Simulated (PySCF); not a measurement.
## Ionising KS

PBE0; basis K 6-31G(d,p), S 6-31G(d,p); no relativity; PySCF 2.14. Neutral (UKS): doublet (π ↑), Re = 2.810 Å, ωe = 252 cm⁻¹, De = 2.63 eV, HOMO -4.56 eV, LUMO -2.00 eV.

KS⁺ (UKS): triplet (π ↑↑), Re = 3.377 Å, ωe = 105 cm⁻¹, De = 0.32 eV to K⁺ + S. The energies at the minima are -997.74442 hartree for KS and -997.49914 for KS⁺.

Problem. Work out the adiabatic ionisation energy, without and with harmonic zero-point energies (1 hartree = 27.2114 eV, 1 eV = 8065.5 cm⁻¹), and the change of the bond length.

Solution. At PBE0: 0.24528 hartree = 6.674 eV between the minima; the zero-point term (105.0 − 252.0)/2 cm⁻¹ = -0.009 eV makes it 6.665 eV. Re changes by +56.7 pm against the neutral. The electron leaves a π orbital, and the ion is left as a loose complex of an ion and an atom.

Weak bonds: KS⁺. Basis-set superposition, not corrected here, can be much of De in a small basis, most of all at correlated wavefunction levels. For an ion De counts to the pair picked by the measured ionisation energies or electron affinities, which need not be the lowest pair at this level. States were picked by a PBE0 search and need not be the measured ground states.
